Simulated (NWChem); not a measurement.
Species: C₂H₃Cl₂In; SMILES [In]([CH]=C)([Cl])[Cl]

```xyz
8

In    -0.1279     0.0505     0.0000
Cl    -0.4541     2.3688     0.0000
Cl     2.1360    -0.5740     0.0000
C     -1.6215    -1.4552     0.0000
C     -1.2756    -2.7461     0.0000
H     -2.6767    -1.1610     0.0000
H     -2.0328    -3.5405     0.0000
H     -0.2311    -3.0776     0.0000
```
Atoms are numbered in this order, from 1.

Program: NWChem. Geometry: optimised at PBE0/def2-SVP. Not confirmed as a minimum by frequencies. def2 effective core potentials on In; no spin-orbit coupling. Level r2SCAN/def2-SVP: energy and gradient on several grids; changes count from the extra-fine grid, which is no exact limit either.

### Question
Which is the coarsest grid (xcoarse; fine; coarse; medium; xfine) from which on the energy stays within 500 μHa and each gradient component within 500 μHa/bohr of xfine?

### Answer
medium.
```
grid     size of the energy change (μHa)  largest change of a gradient component (μHa/bohr)
-------  -------------------------------  -------------------------------------------------
xcoarse                             2000                                               6000
coarse                              1000                                                700
medium                               100                                                200
fine                                  20                                                 30
xfine                               < 10                                               < 30
```
